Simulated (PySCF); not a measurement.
PySCF input for Ge(OH)3(PH2) (GeH₅O₃P), SMILES [OH][Ge]([OH])([OH])[PH2], IEF-PCM-M06-2X/def2-SVP. Geometry: B3LYP-D3(BJ)/def2-SVP. This is a generated structure with no PubChem entry under its InChIKey; it may be hypothetical. One conformer was computed; it need not be the lowest.

```python
import numpy as np
from pyscf import gto, scf, dft
from pyscf.solvent import pcm

mol = gto.M(
    atom='''
    O    -0.37927572    0.09678011    1.86224535
    Ge   -0.25401883    0.01607996    0.09108922
    O    -1.10967094    1.50382286   -0.40272461
    O    -1.10975972   -1.43819639   -0.46864084
    P     1.88465598   -0.14471259   -0.79372299
    H    -0.77816309    0.93650896    2.13296917
    H    -1.29137911    1.54077212   -1.35141872
    H    -1.86582526   -1.64311572    0.09990988
    H     2.18851504   -1.27249502    0.02860107
    H     2.39526616    0.79520737    0.15388907
    ''',
    basis='def2-SVP',
    charge=0,
    spin=0,
    max_memory=1600,
    verbose=3,
)
mf = dft.RKS(mol, xc='m06-2x').density_fit(auxbasis='def2-universal-jkfit')
mf.grids.level = 4
mf.conv_tol = 1e-9
mf.max_cycle = 100
mf.kernel()
res = {}
for name, eps in {'water': 78.355, 'ethylethanoate': 5.9867, 'diethylether': 4.24}.items():
    s = mf.PCM()
    s.with_solvent.method, s.with_solvent.eps, s.with_solvent.lebedev_order = 'IEF-PCM', eps, 29
    s.kernel(mf.make_rdm1())
    res[name] = (s.e_tot, eps, s.dip_moment(), s.mo_energy, s.converged)
    print(f'{name}: electrostatic solvation free energy {(s.e_tot - mf.e_tot) * 627.509474:.3f} kcal/mol')
```

Output:

```
converged SCF energy = -2646.47531995285

WARN: PCM is an experimental feature. It is still in testing.
Features and APIs may be changed in the future.

converged SCF energy = -2646.49171340711
Dipole moment(X, Y, Z, Debye): -0.55258,  1.09850,  0.06602
water: electrostatic solvation free energy -10.287 kcal/mol

WARN: PCM is an experimental feature. It is still in testing.
Features and APIs may be changed in the future.

converged SCF energy = -2646.48797730767
Dipole moment(X, Y, Z, Debye): -0.53145,  1.02820,  0.04076
ethylethanoate: electrostatic solvation free energy -7.943 kcal/mol

WARN: PCM is an experimental feature. It is still in testing.
Features and APIs may be changed in the future.

converged SCF energy = -2646.4865108847
Dipole moment(X, Y, Z, Debye): -0.52472,  1.00397,  0.03199
diethylether: electrostatic solvation free energy -7.022 kcal/mol
```

The calculation finished and met its thresholds.
